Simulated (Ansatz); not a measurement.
Relaxing a trial structure of H4OSn2

The starting geometry of this gas-phase singlet was optimised with GFN2-xTB.

```xyz
7

O    -0.7785    2.2943    0.9975
Sn    0.7891   -1.8069   -0.3769
Sn   -0.4979    1.2392   -0.6510
H     1.5243   -0.0185   -0.0216
H    -0.9106   -1.0254    0.2261
H    -0.8046    2.5632    1.9128
H     0.3106   -1.0591   -2.0397
```

Question: Predict what it relaxes into with PBE0-D3(BJ)/def2-SVP.

Answer: New bonds form, giving a structure with H4 bridging Sn3 and Sn2, H5 bridging Sn3 and Sn2, given below by its coordinates. Contacts that close: Sn2–Sn3 (3.32 → 3.16 Å), Sn3–H4 (2.46 → 2.05 Å), Sn3–H5 (2.46 → 2.05 Å).

The energy falls by 0.64 eV over 12 steps:

```json
{"step": "1", "E − E(last) (eV)": "0.644"}
{"step": "2", "E − E(last) (eV)": "0.451"}
{"step": "3", "E − E(last) (eV)": "0.305"}
{"step": "5", "E − E(last) (eV)": "0.065"}
{"step": "6", "E − E(last) (eV)": "0.025"}
{"step": "7", "E − E(last) (eV)": "0.005"}
{"step": "8", "E − E(last) (eV)": "0.002"}
{"step": "10", "E − E(last) (eV)": "0.000"}
{"step": "11", "E − E(last) (eV)": "0.000"}
{"step": "12", "E − E(last) (eV)": "0.000"}
```

Final geometry (Å):

```yaml
atoms:
  - { symbol: O, position_ang: [-0.7358, 2.2065, 1.0504] }
  - { symbol: Sn, position_ang: [0.6791, -1.4498, 0.0034] }
  - { symbol: Sn, position_ang: [-0.5615, 1.3572, -0.7525] }
  - { symbol: H, position_ang: [1.1701, 0.3798, -0.2571] }
  - { symbol: H, position_ang: [-0.9895, -0.5170, -0.0431] }
  - { symbol: H, position_ang: [-0.4498, 1.7002, 1.8191] }
  - { symbol: H, position_ang: [0.5200, -1.4902, -1.7731] }
```

Frequencies at the end are all real (lowest 83 cm⁻¹). Atoms past krypton carry core potentials, without spin–orbit terms. Run with Ansatz 0.2.0, 19 s on 2 threads of Arm Neoverse V2 (shared host).
